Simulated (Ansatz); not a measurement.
Ansatz (a first-principles code) input (HF/def2-TZVP):

Ansatz 0.2 input:
```yaml
crystal:
  periodic: [false, false, false]
  atoms:
    - {symbol: C, position_ang: [2.38247503, -0.06325618, 0.11311145]}
    - {symbol: C, position_ang: [0.93602872, -0.50222418, -0.09280003]}
    - {symbol: C, position_ang: [-0.01936839, 0.67719232, -0.26102769]}
    - {symbol: C, position_ang: [-1.46261568, 0.26880646, -0.44748732]}
    - {symbol: F, position_ang: [-1.93307620, -0.39015920, 0.69640521]}
    - {symbol: H, position_ang: [2.74240086, 0.52420972, -0.73531032]}
    - {symbol: H, position_ang: [2.48089684, 0.55544119, 1.00826399]}
    - {symbol: H, position_ang: [3.04587595, -0.92195772, 0.22859101]}
    - {symbol: H, position_ang: [0.60808331, -1.10714121, 0.75547913]}
    - {symbol: H, position_ang: [0.86825986, -1.14628614, -0.97583005]}
    - {symbol: H, position_ang: [0.04889596, 1.34168610, 0.60592127]}
    - {symbol: H, position_ang: [0.27209849, 1.27219549, -1.13418751]}
    - {symbol: H, position_ang: [-2.10897657, 1.13467914, -0.60633206]}
    - {symbol: H, position_ang: [-1.57896704, -0.42450423, -1.28502081]}
basis:
  gaussian:
    orbitals: def2-TZVP
hamiltonian:
  xc: {name: HF}
relax: {f_tol: 0.003, max_steps: 100}
```

Output:

```
Functional definition: HF
integrals: 0.12 GiB planned
1525 factors; their error is unknown
1.05 GiB of device memory are held for the factors and their scratch space
mean field: 0.65 GiB planned
mean field evaluation 1: about -6969.2077 eV, gradient 3.8e1 eV
mean field evaluation 2: about -6972.2953 eV, gradient 1.6e1 eV
mean field evaluation 4: about -6972.8873 eV, gradient 1.0e0 eV
mean field evaluation 8: about -6972.9743 eV, gradient 5.8e-1 eV
mean field -6972.97471110 eV, -256.2520941808 hartree, gradient 1.6e-5 eV, S^2 0.000000; 0 other end points of the search recorded, 0 dependent functions left out
the calculation of the forces begins
reference -6972.97471110 eV, -256.2520941808 hartree; 21, 21 occupied and 188, 188 virtual orbitals, 1525 factors
relax step   1: F+E_penalty+E_count = -6972.97471110 eV  Δ(F+E_penalty+E_count) = +0.000e0 eV  max|allowed force component| = 9.200e-1 eV/Å  Δτ_max = 0.0000 Å  (33 SCF iters, accepted)
these checks for a lower state are left out or cut short: starts, cluster_reference, orbital_swaps, neighbouring_geometries, increment
integrals: 0.12 GiB planned
1525 factors; their error is unknown
1.05 GiB of device memory are held for the factors and their scratch space
mean field: 0.65 GiB planned
mean field evaluation 16: about -6972.9134 eV, gradient 3.8e-3 eV
mean field -6972.99926807 eV, -256.2529966329 hartree, gradient 1.4e-5 eV, S^2 0.000000; 0 other end points of the search recorded, 0 dependent functions left out
the calculation of the forces begins
reference -6972.99926807 eV, -256.2529966329 hartree; 21, 21 occupied and 188, 188 virtual orbitals, 1525 factors
relax step   2: F+E_penalty+E_count = -6972.99926807 eV  Δ(F+E_penalty+E_count) = -2.456e-2 eV  max|allowed force component| = 3.966e-1 eV/Å  Δτ_max = 0.0199 Å  (30 SCF iters, accepted)
these checks for a lower state are left out or cut short: starts, cluster_reference, orbital_swaps, neighbouring_geometries, increment
integrals: 0.12 GiB planned
1525 factors; their error is unknown
1.05 GiB of device memory are held for the factors and their scratch space
mean field: 0.65 GiB planned
mean field -6973.00351576 eV, -256.2531527325 hartree, gradient 1.4e-5 eV, S^2 0.000000; 0 other end points of the search recorded, 0 dependent functions left out
the calculation of the forces begins
reference -6973.00351576 eV, -256.2531527325 hartree; 21, 21 occupied and 188, 188 virtual orbitals, 1525 factors
relax step   3: F+E_penalty+E_count = -6973.00351576 eV  Δ(F+E_penalty+E_count) = -4.248e-3 eV  max|allowed force component| = 8.615e-2 eV/Å  Δτ_max = 0.0070 Å  (30 SCF iters, accepted)
these checks for a lower state are left out or cut short: starts, cluster_reference, orbital_swaps, neighbouring_geometries, increment
integrals: 0.12 GiB planned
1525 factors; their error is unknown
1.05 GiB of device memory are held for the factors and their scratch space
mean field: 0.65 GiB planned
mean field evaluation 32: about -6973.0038 eV, gradient 1.4e-5 eV
mean field -6973.00377264 eV, -256.2531621730 hartree, gradient 1.4e-5 eV, S^2 0.000000; 0 other end points of the search recorded, 0 dependent functions left out
the calculation of the forces begins
reference -6973.00377264 eV, -256.2531621730 hartree; 21, 21 occupied and 188, 188 virtual orbitals, 1525 factors
relax step   4: F+E_penalty+E_count = -6973.00377264 eV  Δ(F+E_penalty+E_count) = -2.569e-4 eV  max|allowed force component| = 1.897e-2 eV/Å  Δτ_max = 0.0025 Å  (30 SCF iters, accepted)
these checks for a lower state are left out or cut short: starts, cluster_reference, orbital_swaps, neighbouring_geometries, increment
integrals: 0.12 GiB planned
1525 factors; their error is unknown
1.05 GiB of device memory are held for the factors and their scratch space
mean field: 0.65 GiB planned
mean field -6973.00379976 eV, -256.2531631694 hartree, gradient 1.4e-5 eV, S^2 0.000000; 0 other end points of the search recorded, 0 dependent functions left out
the calculation of the forces begins
reference -6973.00379976 eV, -256.2531631694 hartree; 21, 21 occupied and 188, 188 virtual orbitals, 1525 factors
relax step   5: F+E_penalty+E_count = -6973.00379976 eV  Δ(F+E_penalty+E_count) = -2.711e-5 eV  max|allowed force component| = 2.342e-3 eV/Å  Δτ_max = 0.0016 Å  (30 SCF iters, accepted)
integrals: 0.12 GiB planned
1525 factors; their error is unknown
1.05 GiB of device memory are held for the factors and their scratch space
mean field: 0.65 GiB planned
mean field -6973.00379976 eV, -256.2531631694 hartree, gradient 1.4e-5 eV, S^2 0.000000; 1 other end points of the search recorded, 0 dependent functions left out
the calculation of the forces begins
reference -6973.00379976 eV, -256.2531631694 hartree; 21, 21 occupied and 188, 188 virtual orbitals, 1525 factors
Total energy: -6973.00379976 eV, -256.2531631694 hartree
Atom 0 at     2.381618    -0.061382     0.111219 Å, force    -0.000628    -0.000946    -0.000218 eV/Å
Atom 1 at     0.935887    -0.502082    -0.089309 Å, force     0.002342     0.000845     0.000174 eV/Å
Atom 2 at    -0.021382     0.674548    -0.257010 Å, force    -0.002275    -0.001585     0.000028 eV/Å
Atom 3 at    -1.464689     0.265269    -0.444110 Å, force    -0.001421     0.001333    -0.000957 eV/Å
Atom 4 at    -1.929306    -0.376595     0.673215 Å, force     0.000782    -0.000104    -0.000460 eV/Å
Atom 5 at     2.737009     0.520192    -0.733963 Å, force    -0.000469     0.000075    -0.000241 eV/Å
Atom 6 at     2.483244     0.552428     1.000621 Å, force    -0.000150     0.000052    -0.000057 eV/Å
Atom 7 at     3.038209    -0.916895     0.223564 Å, force     0.000406    -0.000028     0.000061 eV/Å
Atom 8 at     0.618502    -1.102963     0.755896 Å, force    -0.000675     0.000652     0.000399 eV/Å
Atom 9 at     0.871342    -1.142670    -0.965693 Å, force    -0.000503     0.000347    -0.000026 eV/Å
Atom 10 at     0.043163     1.332207     0.605475 Å, force     0.000374    -0.000263    -0.000354 eV/Å
Atom 11 at     0.266436     1.264852    -1.124461 Å, force     0.000865     0.000046     0.000436 eV/Å
Atom 12 at    -2.098333     1.128200    -0.606712 Å, force     0.000005     0.000256     0.000908 eV/Å
Atom 13 at    -1.579688    -0.416428    -1.278956 Å, force     0.001348    -0.000680     0.000307 eV/Å
Dipole moment:     0.185474     0.176201    -0.300426 e Å
```
